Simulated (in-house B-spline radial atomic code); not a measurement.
RPA and G0W0 for Si3+, [Ne] 3s1, highest spin, as one setting changes: the share of exact exchange in the PBE hybrid start. A dash marks a level of low quasi-particle weight. Computed with a B-spline radial code for spherical atoms: all electrons, non-relativistic, point nucleus, each spin shell either full or empty, empty states to l = 9 with an (l + 1/2)⁻⁴ tail; G0W0 by contour deformation at full frequency.

```json
{"share of exact exchange in the PBE hybrid start": "0", "mean-field level (eV)": "-40.32", "G0W0 level (eV)": "3s up -45.99", "RPA correlation (Eh)": "-0.65476"}
{"share of exact exchange in the PBE hybrid start": "0.1", "mean-field level (eV)": "-40.80", "G0W0 level (eV)": "3s up -45.95", "RPA correlation (Eh)": "-0.64636"}
{"share of exact exchange in the PBE hybrid start": "0.2", "mean-field level (eV)": "-41.28", "G0W0 level (eV)": "3s up -45.92", "RPA correlation (Eh)": "-0.63839"}
{"share of exact exchange in the PBE hybrid start": "0.3", "mean-field level (eV)": "?", "G0W0 level (eV)": "?", "RPA correlation (Eh)": "?"}
{"share of exact exchange in the PBE hybrid start": "0.4", "mean-field level (eV)": "-42.25", "G0W0 level (eV)": "3s up -45.85", "RPA correlation (Eh)": "-0.62352"}
{"share of exact exchange in the PBE hybrid start": "0.5", "mean-field level (eV)": "-42.73", "G0W0 level (eV)": "3s up -45.82", "RPA correlation (Eh)": "-0.61654"}
{"share of exact exchange in the PBE hybrid start": "0.6", "mean-field level (eV)": "-43.20", "G0W0 level (eV)": "3s up -45.79", "RPA correlation (Eh)": "-0.60982"}
{"share of exact exchange in the PBE hybrid start": "0.7", "mean-field level (eV)": "-43.68", "G0W0 level (eV)": "3s up -45.76", "RPA correlation (Eh)": "-0.60334"}
{"share of exact exchange in the PBE hybrid start": "0.8", "mean-field level (eV)": "-44.16", "G0W0 level (eV)": "3s up -45.73", "RPA correlation (Eh)": "-0.59707"}
{"share of exact exchange in the PBE hybrid start": "0.9", "mean-field level (eV)": "?", "G0W0 level (eV)": "?", "RPA correlation (Eh)": "?"}
{"share of exact exchange in the PBE hybrid start": "1", "mean-field level (eV)": "-45.11", "G0W0 level (eV)": "3s up -45.68", "RPA correlation (Eh)": "-0.58512"}
```

Question: What belongs in the row for 0.3?

Answer: mean-field level (eV): -41.77; G0W0 level (eV): 3s up -45.88; RPA correlation (Eh): -0.6308.

Question: What belongs in the row for 0.9?

Answer: mean-field level (eV): -44.63; G0W0 level (eV): 3s up -45.71; RPA correlation (Eh): -0.59101.
